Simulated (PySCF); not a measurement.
## Property card for `C/C=C\C(=C/F)C(=O)[O-]`

Species: C₆H₆FO₂ (charge -1).
Structure used (GFN2-xTB), in Å, numbered top down from 1:
```
atom  x, y, z in Å
C1    -1.782   -0.681    0.620
C2    -1.430   -0.099   -0.710
C3    -0.234    0.383   -1.038
C4     0.953    0.382   -0.194
C5     1.619    1.459    0.161
F6     1.224    2.748   -0.166
C7     1.565   -1.020    0.280
O8     2.282   -1.558   -0.557
O9     1.241   -1.352    1.419
H10   -0.883   -0.843    1.210
H11   -2.297   -1.635    0.493
H12   -2.453   -0.012    1.166
H13   -2.238   -0.051   -1.435
H14   -0.089    0.803   -2.030
H15    2.517    1.485    0.758
```

Among its groups: carboxylate, C=C double bond and C–F bond.

GFN2-xTB geometry:

- Point group of the GFN2-xTB geometry: C1
- Rotational constants A, B, C of the GFN2-xTB geometry: 1.653, 1.495, 0.981 GHz

From PBE0/pcSseg-1 ground state and GIAO shieldings, non-relativistic (PySCF):

- HOMO energy: -1.63 eV
- LUMO energy: 3.83 eV
- HOMO–LUMO gap: 5.46 eV
- Lowest Hirshfeld atomic charge: -0.42 e on O8
- Highest Hirshfeld atomic charge: +0.12 e on C7
- 13C chemical shifts (computed TMS as zero) by class: 165.3 (C7), 151.3 (C5), 140.6 (C4), 135.0 (C3), 129.0 (C2), 18.5 (C1) ppm
- 1H chemical shifts (computed TMS as zero) by class: 6.70 (H14), 6.56 (H15), 5.30 (H13), 2.35 (H10/H11/H12) ppm
- Isotropic shieldings of nuclei other than C and H, by class: -27 (O8/O9), 320 (F6) ppm
- Mayer bond orders between heavy atoms: C1–C2 1.05, C2–C3 1.92, C3–C4 1.04, C4–C5 1.87, C5–F6 0.90, C4–C7 0.80, C7–O8 1.80, C7–O9 1.69

Monoisotopic mass of the ion (most abundant isotopes, electron mass counted): 129.0357 u.

The rotational constants make it an asymmetric top with κ = (2B − A − C)/(A − C) = 0.53, nearer the oblate limit (+1). With B = h/(8π²I), that is 505.379 GHz u Å² over I, the principal moments of inertia are 305.8, 338.2 and 515.0 u Å² (most abundant isotopes).

Isolated species at its GFN2-xTB geometry (one conformer only). NMR classes are plain means over equivalent atoms (diastereotopic ones count apart unless rotation or inversion swaps them), as if these changed places fast; in this geometry the members of some classes differ. No diffuse functions stand in pcSseg-1, which bears on an anion's orbital energies.

For the NMR shielding job (PBE0/pcSseg-1), time: 41 s (grids of density and orbitals included); peak memory 0.82 GiB. Hardware: Intel Xeon Platinum 8488C, one thread, on a shared host.
